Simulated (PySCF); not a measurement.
## Radial density of Fe+ (iron, charge +1)

UHF, [Ar] 3d7, high-spin 4F determinant (an excited configuration). Computed with PySCF 2.14 in aug-cc-pwCVTZ (10s9p7d4f3g, 127 functions), with no relativity, point nucleus.

```tsv
r (bohr)	4πr²ρ (e/bohr)	4πr²(ρα − ρβ)
0.00104	0.1525	0.0000
0.00175	0.4159	0.0000
0.00294	1.106	-0.0001
0.00494	2.820	-0.0001
0.00830	6.700	-0.0003
0.0140	14.14	-0.0008
0.0235	24.52	-0.0015
0.0395	31.10	-0.0026
0.0665	26.76	-0.0037
0.112	25.86	0.0092
0.188	34.76	0.1672
0.316	20.15	0.9043
0.532	14.29	2.2894
0.895	14.61	2.4844
1.51	4.127	1.0587
2.53	0.5458	0.1556
4.26	0.02562	0.0017
7.16	0.0001430	0.0000
```

Q: Where is the radial spin density 4πr²(ρα − ρβ) most negative, and why is it negative at all?

A: Around r = 0.0665 bohr, down to -0.0037 e/bohr: exchange with the open shell polarises the paired shells in an unrestricted calculation.
